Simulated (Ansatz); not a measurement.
Molecule: sum formula HSF2 (charge +1, singlet). It need not be the lowest isomer of its formula. 
Structure (B3LYP-D3(BJ)/def2-TZVP (Ansatz, a quantum-chemistry and plane-wave program) minimum search):
```xyz
4

F     -1.1826    -0.4559     0.1935
S     -0.0085     0.4211    -0.2493
F      1.1977    -0.4304     0.1552
H      0.0004     1.2393     0.8511
```
Charge +1, spin multiplicity 1.

Basis-set convergence of Hartree-Fock and CCSD correlation energies (hartree) with Ansatz. Correlated levels leave the core frozen unless marked. Spin-orbit coupling is left out. Non-relativistic.

| basis | functions | E(HF) | E(corr, CCSD) |
|---|---|---|---|
| aug-cc-pV(D+d)Z | 87 | -596.63027 | -0.56817 |
| aug-cc-pV(T+d)Z | 170 | [?] | [?] |

Fill in the missing entries.


- aug-cc-pV(T+d)Z, E(HF): -596.71605
- aug-cc-pV(T+d)Z, E(corr, CCSD): -0.70340
